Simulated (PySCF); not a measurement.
Simulated outer-valence photoelectron spectrum of `N#C[CH2][GeH2][Cl]`. Theory: EOM-IP-CCSD/aug-cc-pVDZ in PySCF, restricted Hartree–Fock reference, frozen core, non-relativistic, gas phase, PBE0-D3(BJ)/def2-SVP geometry.

Each root has a Gaussian of 0.8 eV full width with its one-hole share as area; cross sections and vibrations are left out, and the highest printed point is 100.

```
ionisation energy (eV)  intensity
                  10.0          0
                  10.1          0
                  10.2          1
                  10.3          2
                  10.4          4
                  10.5          7
                  10.6         12
                  10.7         20
                  10.8         29
                  10.9         40
                  11.0         51
                  11.1         62
                  11.2         70
                  11.3         76
                  11.4         79
                  11.5         79
                  11.6         78
                  11.7         77
                  11.8         78
                  11.9         81
                  12.0         86
                  12.1         92
                  12.2         97
                  12.3        100
                  12.4         99
                  12.5         96
                  12.6         92
                  12.7         88
                  12.8         85
                  12.9         84
                  13.0         86
                  13.1         89
                  13.2         93
                  13.3         97
                  13.4         98
                  13.5         97
                  13.6         92
                  13.7         84
                  13.8         76
                  13.9         69
                  14.0         64
                  14.1         59
                  14.2         54
                  14.3         49
                  14.4         42
                  14.5         33
                  14.6         25
                  14.7         17
                  14.8         11
                  14.9          6
                  15.0          3
                  15.1          2
                  15.2          1
                  15.3          0
                  15.4          0
```

Question: Where are the maxima, and how many lines lie under the curve?

Answer: 3 maxima, at 11.5, 12.3 and 13.4 eV, from 8 lines. At this width some lines have no maximum of their own.

Question: List the lines with their holes.

Answer: 
```
E (eV)  leading hole (HF orbital)  area  Koopmans (eV)
 11.16                       HOMO  0.95          11.77
 11.56                     HOMO-1  0.95          12.40
 12.17                     HOMO-3  0.95          12.89
 12.38                     HOMO-2  0.95          12.66
 12.87                     HOMO-7  0.92          15.43
 13.37                     HOMO-4  0.95          14.16
 13.58                     HOMO-5  0.94          14.43
 14.23                     HOMO-6  0.94          14.97
```

The widest gap, 0.65 eV, lies between 13.58 and 14.23 eV. Only orbitals with −ε under 21 eV, eight at most, were ionised, so the high end of the curve may lack lines.

Conformer computed: `[N:1]#[C:2][CH2:3][GeH2:4][Cl:5]`: C2–C3–Ge4–Cl5 -65°.

One conformer stands for the species.
